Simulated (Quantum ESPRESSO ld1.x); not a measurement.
Coherent X-ray form factor from a spherical all-electron density. Calculated with ld1.x of Quantum ESPRESSO 7.5: scalar-relativistic Kohn-Sham, exchange-only LDA, spin-polarised, spherical densities, point nucleus.

| sin(theta)/lambda (1/angstrom) | f0 (electrons) |
|---|---|
| 0.05 | 79.748 |
| 0.1 | 76.695 |
| 0.15 | 72.850 |
| 0.2 | 68.772 |
| 0.25 | 64.743 |
| 0.3 | 60.907 |
| 0.4 | 54.031 |
| 0.5 | 48.250 |
| 0.6 | 43.407 |
| 0.8 | 35.690 |
| 1 | 29.625 |
| 1.25 | 23.749 |
| 1.5 | 19.615 |
| 2 | 15.059 |

The species is in the configuration that NIST lists as its ground one. Which atom or ion scatters so?

Answer. Neutral thallium, [Hg] 6p1. Extrapolating in s^2 from the first two rows gives f0(0) = 80.8, near the electron count 81; among species with that count, the fall with angle is slower the higher Z, and the table is that of Z = 81; from so few rows the species is fixed only to a neighbour or two.
